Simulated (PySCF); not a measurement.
AlH2IO, SMILES [AlH]([OH])[I]. Atoms are numbered in the order given.

```xyz
5

Al    -0.5715     1.5352     0.0000
H     -2.0621     1.9950     0.0000
I      0.0521    -0.8706     0.0000
O      0.6433     2.7091     0.0000
H      1.5825     2.5170     0.0000
```

Coordinates come from a B3LYP-D3(BJ)/def2-TZVP optimisation. The def2 effective core potentials stand for the cores of I; spin–orbit coupling is left out. One conformer was computed; it need not be the lowest.

These are B3LYP-D3(BJ)/def2-TZVP run with PySCF values and carry that method's errors.

Frequencies are harmonic and unscaled.

```
mode  ν (cm⁻¹)  IR (km/mol)  moving atoms (share of kinetic energy)
----  --------  -----------  --------------------------------------
1          162         12.2         O 54 %, Al 20 %, H 14 %, I 12 %
2          336         31.4                         Al 71 %, I 18 %
3          372        184.1                 H 75 %, O 15 %, Al 10 %
4          479         14.3                         H 90 %, Al 10 %
5          600         24.9                          H 88 %, O 12 %
6          679        444.5                  H 82 %, O 10 %, Al 8 %
7          867         76.8                 O 51 %, Al 38 %, H 11 %
8         2009        128.4                                  H 96 %
9         3898         86.0                                  H 94 %
```
